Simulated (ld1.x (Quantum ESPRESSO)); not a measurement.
# Cutoff test, sulfur, PAW

| Item | Value |
| --- | --- |
| Element | sulfur |
| Generator | ld1.x (Quantum ESPRESSO) 7.5 |
| Type | PAW |
| Functional | LDA (PZ) |
| Relativity | non-relativistic |
| Frozen core | [Ne] |
| Valence charge | 6 |
| Reference configuration | 3s2 3p4 |
| Partial waves | 3s (bound): rcut 1.30, rcutus 1.65 bohr; 3s channel at -0.25 Ry: rcut 1.30, rcutus 1.65 bohr; 3p (bound): rcut 1.10, rcutus 1.40 bohr; 3p channel at 0.2 Ry: rcut 1.10, rcutus 1.40 bohr; 3d channel at 0.4 Ry: rcut 1.50, rcutus 1.75 bohr; 3d channel at 1.2 Ry: rcut 1.50, rcutus 1.75 bohr |
| Local potential | all-electron potential smoothed inside 1.65 bohr (lloc = -1) |
| Core correction | Bessel-smoothed model core inside 1.05 bohr |
| Augmentation charge | PSQ, inside the norm-conserving radii |

The pseudo-atom Hamiltonian at the reference potential is diagonalised in spherical Bessel functions j_l(qr) that vanish at 20 bohr, with q² up to the cutoff. All-electron valence levels (Ry): 3s -1.2619, 3p -0.5236.

Q: How do the lowest levels (Ry) of each channel move with the cutoff, and are there ghosts?

A:

```csv
cutoff (Ry),s #1,s #2,p #1,p #2,d #1,d #2,f #1,Σ f·Δε (mRy)
8,-1.2618,-0.0240,-0.4984,0.0340,0.0719,0.1580,0.1179,102.1
12,-1.2618,-0.0241,-0.5205,0.0333,0.0717,0.1562,0.1179,13.5
18,-1.2618,-0.0241,-0.5235,0.0332,0.0715,0.1545,0.1179,1.5
21,-1.2619,-0.0241,-0.5236,0.0332,0.0715,0.1541,0.1179,1.2
30,-1.2620,-0.0241,-0.5236,0.0332,0.0714,0.1538,0.1179,0.9
40,-1.2620,-0.0241,-0.5237,0.0332,0.0714,0.1538,0.1179,0.5
400,-1.2621,-0.0241,-0.5238,0.0332,0.0714,0.1538,0.1179,0.0
```

Result: no extra level below or beside the all-electron valence levels (s, p, d, f tested); 10 mRy is reached at 15 Ry and 1 mRy at 30 Ry.
